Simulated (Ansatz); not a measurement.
Born–Oppenheimer molecular dynamics of BCl₂H₆NSi (11 atoms, charge 0, multiplicity 1). It starts at the highest image of a converged band. Of that band: Neighbouring images differ by up to 1.9 eV, so the band resolves the path poorly. A vibrational analysis at the climbing image gives one clearly imaginary mode, 1259i cm⁻¹: a first-order saddle point.

The calculation used Ansatz, RKS PBE-D4/6-31G*.

```json
{"ensemble": "NVE (velocity Verlet)", "time step": "0.5 fs", "steps asked": "200", "starting velocities drawn for": "100 K", "seed": "5354"}
```

First frame:

```xyz
11
Properties=species:S:1:pos:R:3
B -0.231 0.238 0.419
N 0.292 -0.341 1.760
H -0.295 -1.024 2.243
H 1.295 -0.521 1.835
Cl 1.069 0.388 -0.850
Cl -1.844 -0.457 -0.065
Si -0.776 2.454 0.771
H -1.231 2.727 -0.626
H -1.911 2.720 1.720
H 0.367 3.369 1.108
H -0.129 0.984 1.661
```

**Question.** How far do the bonds stretch over the last three quarters of this one trajectory? (Pairs bonded in most of those frames.)

**Answer.** 
```json
{"bond": "B1–N2", "mean (Å)": "1.416", "spread (Å)": "0.028", "shortest": "1.36", "longest": "1.48"}
{"bond": "B1–Cl5", "mean (Å)": "1.786", "spread (Å)": "0.045", "shortest": "1.71", "longest": "1.86"}
{"bond": "B1–Cl6", "mean (Å)": "1.798", "spread (Å)": "0.048", "shortest": "1.73", "longest": "1.87"}
{"bond": "N2–H3", "mean (Å)": "1.021", "spread (Å)": "0.010", "shortest": "1.00", "longest": "1.04"}
{"bond": "N2–H4", "mean (Å)": "1.022", "spread (Å)": "0.013", "shortest": "1.00", "longest": "1.04"}
{"bond": "Si7–H8", "mean (Å)": "1.494", "spread (Å)": "0.010", "shortest": "1.47", "longest": "1.51"}
{"bond": "Si7–H9", "mean (Å)": "1.501", "spread (Å)": "0.014", "shortest": "1.48", "longest": "1.52"}
{"bond": "Si7–H10", "mean (Å)": "1.505", "spread (Å)": "0.022", "shortest": "1.47", "longest": "1.54"}
{"bond": "Si7–H11", "mean (Å)": "1.492", "spread (Å)": "0.050", "shortest": "1.40", "longest": "1.58"}
```

Pairs bonded in part of these frames only: B1–H11 12 %.

Mean temperature of the second half: 1471 K. The conserved energy stayed within 0.056 meV per atom of its start (net change 0.015 meV per atom), so the integration is sound. The kinetic energy rose, since the run started high on the potential surface and went downhill. It ends in pieces (BCl2H2N + H4Si), so much of that is their flight and rotation, not heat. A run of 0.1 ps of so small a system gives no equilibrium averages. The orbitals stay closed-shell, which can raise the energy where a bond breaks towards radicals; this wasn't checked here.

Time of the run: 3.6 min on 2 threads of Intel(R) Xeon(R) 6975P-C (Granite Rapids) (shared host), peak memory 0.17 GiB.
